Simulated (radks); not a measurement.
The numbers below are computed, except where a source is named.
Problem. Species: Ta XXVII. Configuration: [Kr] 4d10 4f1 (the NIST ground configuration). Level of theory: Dirac Kohn-Sham, BLYP, spin-unpolarised, spherical densities, finite nucleus; open shells fill j = l - 1/2 first; Fermi nuclear charge, rms radius 5.3507 fm (a radial shooting solver on a logarithmic mesh with Libxc functionals). Some entries of the table are withheld. Estimate them.

orbital,occ.,eigenvalue (hartree),<1/r> (bohr^-1)
1s1/2,2,-2503.030,85.40
2s1/2,2,-455.8907,20.73
2p1/2,2,(1),20.71
2p3/2,4,(2),17.49
3s1/2,2,-128.9269,7.631
3p1/2,2,-120.6044,7.545
3p3/2,4,-110.5027,6.721
3d3/2,4,-96.44151,6.603
3d5/2,6,-94.24701,6.407
4s1/2,2,-49.00358,3.402
4p1/2,2,(3),(4)
4p3/2,4,(5),(6)
4d3/2,4,-36.99813,2.894
4d5/2,6,-36.44357,2.831
4f5/2,1,-29.35863,2.602
4f7/2,0,-29.22233,2.581
5s1/2,0,-25.04796,1.768
5p1/2,0,-23.54700,1.712
5p3/2,0,-22.60671,1.609

Solution. 
(1) 2p1/2 eigenvalue (hartree): -437.1138
(2) 2p3/2 eigenvalue (hartree): -390.4620
(3) 4p1/2 eigenvalue (hartree): -45.50334
(4) 4p1/2 <1/r> (bohr^-1): 3.316
(5) 4p3/2 eigenvalue (hartree): -42.77414
(6) 4p3/2 <1/r> (bohr^-1): 3.043
